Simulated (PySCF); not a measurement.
Electron affinity of Te by level of theory

Te⁻ [Kr] 4d10 5s2 5p5 [5p1/2^2 5p3/2^3, M_J = 3/2] → Te [Kr] 4d10 5s2 5p4 [5p1/2^2 5p3/2^2, M_J = 2], as a difference of total energies. Calculation: PySCF 2.14, in x2c-TZVPall-2c with one added diffuse shell each of s, p, d, f type (9s10p6d3f, 90 functions); the two-component X2C-1e Hamiltonian. Correlated levels: [Ar] 3d10 frozen; the 6 highest virtual spinors dropped. "Screened" scales the spin-orbit matrix elements by Boettger's factors to mimic the two-electron term; Breit and QED terms are absent.

```
                    method  electron affinity (eV)
           GHF (spin-free)                   1.085
          GMP2 (spin-free)                   1.887
 GHF (screened spin-orbit)                   0.976
GMP2 (screened spin-orbit)                   1.784
```

The spin-free rows relax to the high-spin LS determinant and lack the spin-orbit shift.

Errors of the correlated levels include the incompleteness of this basis and the frozen core.

The labels give the starting determinants; with spin-orbit coupling the two ends relaxed to ⟨J²⟩ = 3.78, ⟨L²⟩ = 2.05, ⟨S²⟩ = 0.79 and ⟨J²⟩ = 6.03, ⟨L²⟩ = 2.29, ⟨S²⟩ = 1.90.

Question: Which method comes closest to the reference value, and which is furthest?

Answer: The reference is 1.971 eV (measured; photodetachment measurements, as compiled on the Wikipedia data page of electron affinities). Closest: GMP2 (spin-free) (error -0.084 eV); furthest: GHF (screened spin-orbit) (error -0.995 eV).
